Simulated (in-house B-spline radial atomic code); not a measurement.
Ho+ is squeezed into an impenetrable sphere of radius R (the orbitals vanish at R). Level of theory: Dirac-Kohn-Sham LDA VWN5, spherical fractional occupations, Fermi nucleus of rms radius 5.2022 fm; calculated with a B-spline radial code for spherical atoms.

Energies in eV above the free ion in [Xe] 4f11 6s1:

| R (bohr) | highest level (eV) | [Xe] 4f11 6s1 | [Kr] 4d9 4f11 5s2 5p6 6s1 6f1 | [Kr] 4d10 4f11 5s2 5p5 6s1 6f1 |
| --- | --- | --- | --- | --- |
| 9.37 | -9.18 | 0.01425 | 178.1 | 42.61 |
| 6.43 | -8.4 | 0.5368 | 189.8 | 54.49 |
| 4.96 | -5.54 | 2.976 | 207.8 | 72.84 |
| 4.14 | -0.269 | 8.309 | 230.7 | 96.19 |
| 3.45 | 11.2 | 22.36 | 270.9 | 137.3 |
| 3.08 | 23.9 | 40.99 | 311.8 | 179 |
| 2.59 | 57.4 | 101.6 | 419 | 287.6 |
| 2.31 | 94 | 181.4 | 541.3 | 409.8 |
| 1.86 | 215 | 514.6 | 994 | 854.8 |
| 1.36 | 619 | 2070 | 2879 | 2666 |

Question: Does [Kr] 4d9 4f11 5s2 5p6 6s1 6f1 fall below [Xe] 4f11 6s1 under compression?

Answer: No, it stays above over the whole range.

Question: Does [Kr] 4d10 4f11 5s2 5p5 6s1 6f1 fall below [Xe] 4f11 6s1 under compression?

Answer: No, it stays above over the whole range.

The highest level is first positive in the row R = 3.45 bohr, pushed up by confinement above the zero of the free ion's potential. Each configuration is held fixed and needn't be the lowest in the sphere.
